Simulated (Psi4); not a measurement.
CH (SMILES [CH]), doublet, geometry from GFN2-xTB, with bond 2-1 at 1.5 times its length; HF/3-21G (Psi4 1.11).

The Psi4 input:
```
memory 2 GB

molecule mol {
0 2
C    -0.000000   -0.000000   -0.159079
H     0.000000    0.000000    1.511252
}

set {
  basis 3-21g
  reference uhf
  stability_analysis follow
  scf_type pk
}

energy('scf')
print_variables()
```

What the program printed (banner, timings and long lists left out):

```
   => Loading Basis Set <=

    Name: 3-21G
    Role: ORBITAL
    Keyword: BASIS

         ---------------------------------------------------------
                                   SCF
               by Justin Turney, Rob Parrish, Andy Simmonett
                          and Daniel G. A. Smith
                              UHF Reference
         ---------------------------------------------------------

  ==> Geometry <==

    Molecular point group: c2v
    Full point group: C_inf_v

    Geometry (in Angstrom), charge = 0, multiplicity = 2:

       Center              X                  Y                   Z               Mass
    ------------   -----------------  -----------------  -----------------  -----------------
         C            0.000000000000     0.000000000000    -0.129414517011    12.000000000000
         H            0.000000000000     0.000000000000     1.540916482989     1.007825032230

  Running in c2v symmetry.

  Rotational constants: A = ************  B =      6.49875  C =      6.49875 [cm^-1]
  Rotational constants: A = ************  B = 194827.57104  C = 194827.57104 [MHz]
  Nuclear repulsion =    1.900858730407326

  Charge       = 0
  Multiplicity = 2
  Electrons    = 7
  Nalpha       = 4
  Nbeta        = 3

  ==> Algorithm <==

  SCF Algorithm Type is PK.
  DIIS enabled.
  MOM disabled.
  Fractional occupation disabled.
  Guess Type is SAD.
  Energy threshold   = 1.00e-06
  Density threshold  = 1.00e-06
  Integral threshold = 1.00e-12

  ==> Primary Basis <==

  Basis Set: 3-21G
    Blend: 3-21G
    Number of shells: 7
    Number of basis functions: 11
    Number of Cartesian functions: 11
    Spherical Harmonics?: false
    Max angular momentum: 1

  ==> Integral Setup <==

  Using in-core PK algorithm.
   Calculation information:
      Number of atoms:                   2
      Number of AO shells:               7
      Number of primitives:             12
      Number of atomic orbitals:        11
      Number of basis functions:        11

      Integral cutoff                 1.00e-12
      Number of threads:                 1

  Performing in-core PK
  Using 4422 doubles for integral storage.
  We computed 406 shell quartets total.
  Whereas there are 406 unique shell quartets.

  ==> DiskJK: Disk-Based J/K Matrices <==

    J tasked:                  Yes
    K tasked:                  Yes
    wK tasked:                  No
    Schwarz Cutoff:          1E-12

[...]
   @UHF iter  89:   -37.98510714209002   -4.40962e-05   3.47418e-04 DIIS/ADIIS
   @UHF iter  90:   -37.98507666390203    3.04782e-05   3.35673e-04 DIIS/ADIIS
   @UHF iter  91:   -37.98528733648457   -2.10673e-04   4.36874e-04 DIIS/ADIIS
   @UHF iter  92:   -37.98542007626660   -1.32740e-04   5.14329e-04 DIIS/ADIIS
   @UHF iter  93:   -37.98543262096322   -1.25447e-05   5.21651e-04 DIIS/ADIIS
   @UHF iter  94:   -37.98529851581261    1.34105e-04   4.44369e-04 DIIS/ADIIS
   @UHF iter  95:   -37.98521455530391    8.39605e-05   3.97419e-04 DIIS/ADIIS
   @UHF iter  96:   -37.98546459768500   -2.50042e-04   5.40642e-04 DIIS/ADIIS
   @UHF iter  97:   -37.98586222833948   -3.97631e-04   7.70566e-04 DIIS/ADIIS
   @UHF iter  98:   -37.98453959241355    1.32264e-03   4.81259e-04 DIIS/ADIIS
   @UHF iter  99:   -37.98492280403552   -3.83212e-04   3.08450e-04 DIIS/ADIIS
   @UHF iter 100:   -37.98488862564097    3.41784e-05   3.11500e-04 DIIS/ADIIS

PsiException: Could not converge SCF iterations in 100 iterations.

  Failed to converge.

Traceback (most recent call last):
  File "psi4", line 375, in <module>
  File "<string>", line 25, in <module>
  File "site-packages/psi4/driver/driver.py", line 533, in energy
  File "site-packages/psi4/driver/procrouting/proc.py", line 2760, in run_scf
  File "site-packages/psi4/driver/procrouting/proc.py", line 2047, in scf_helper
  File "site-packages/psi4/driver/procrouting/scf_proc/scf_iterator.py", line 93, in scf_compute_energy
  File "site-packages/psi4/driver/procrouting/scf_proc/scf_iterator.py", line 86, in scf_compute_energy
  File "site-packages/psi4/driver/procrouting/scf_proc/scf_iterator.py", line 609, in scf_iterate

psi4.driver.p4util.exceptions.SCFConvergenceError: Could not converge SCF iterations in 100 iterations.

Printing out the relevant lines from the Psithon --> Python processed input file:
    core.IO.set_default_namespace("mol")
    core.set_global_option("BASIS", "3-21g")
    core.set_global_option("REFERENCE", "uhf")
    core.set_global_option("STABILITY_ANALYSIS", "follow")
    core.set_global_option("SCF_TYPE", "pk")
--> energy('scf')
    print_variables()

!-------------------------------------------------------!
!                                                       !
!  Could not converge SCF iterations in 100 iterations. !
!                                                       !
!-------------------------------------------------------!
```

Convergence was not reached.
